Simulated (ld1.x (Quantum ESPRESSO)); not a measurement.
# nickel (Ni): one change to a PAW potential, before and after

| Property | Result |
| --- | --- |
| Element | Ni (Z = 28) |
| Generator | ld1.x (Quantum ESPRESSO) 7.5 |
| Type | PAW |
| Functional | PBE |
| Relativity | scalar-relativistic |
| Frozen core | [Ne] 3s2 |
| Valence charge | 16 |
| Reference configuration | 3p6 3d8 4s0 4p0 (charge +2) |
| Partial waves | 4s (bound, empty): rcut 1.70, rcutus 1.90 bohr; 4s channel at -1.1 Ry: rcut 1.70, rcutus 1.90 bohr; 3p (bound): rcut 1.10, rcutus 1.35 bohr; 4p (bound, empty): rcut 1.10, rcutus 1.35 bohr; 3d (bound): rcut 0.90, rcutus 1.25 bohr; 3d channel at -1.2 Ry: rcut 0.90, rcutus 1.25 bohr |
| Local potential | all-electron potential smoothed inside 1.20 bohr (lloc = -2) |
| Core correction | Bessel-smoothed model core, default radius (core density twice the valence density) |
| Augmentation charge | PSQ, inside the norm-conserving radii |

Change: core [Ne], valence charge 18; reference 3s2 3p6 3d8 4s2 4p0; waves now 3s (bound): rcut 1.00, rcutus 1.25 bohr; 4s (bound): rcut 1.00, rcutus 1.25 bohr; 3p (bound): rcut 1.10, rcutus 1.15 bohr; 4p (bound): rcut 1.10, rcutus 1.15 bohr; 3d (bound): rcut 1.45, rcutus 1.75 bohr; 3d channel at -1.2 Ry: rcut 1.45, rcutus 1.75 bohr; local potential all-electron potential smoothed inside 1.40 bohr (lloc = -1); core correction Bessel-smoothed model core inside 0.85 bohr.

Cutoffs: the cutoffs (Ry, on a coarse ladder) from which the occupation-weighted sum of valence levels, in a spherical-Bessel basis at the reference potential, stays within 10 and 1 mRy of its value at 400 Ry; they do not see the model core or the augmentation charge, which bear on the density cutoff. Errors are all-electron minus pseudo energies relative to the spin-unpolarised reference configuration.

Problem. What does the change do?

Solution. The potential gets softer (80 Ry and 140 Ry → 70 Ry and 120 Ry); neither file shows a bound ghost. Several settings change at once here, so the effects cannot be laid on one of them.

```tsv
quantity	base	changed
cutoff, loose	80 Ry	70 Ry
cutoff, tight	140 Ry	120 Ry
bound ghosts	none	none
largest error over its own tests, meV	-182	-42
lowest overlap eigenvalue by channel	s 0.47, p 0.10, d 0.96	s 0.01, p 0.22, d 0.92
```
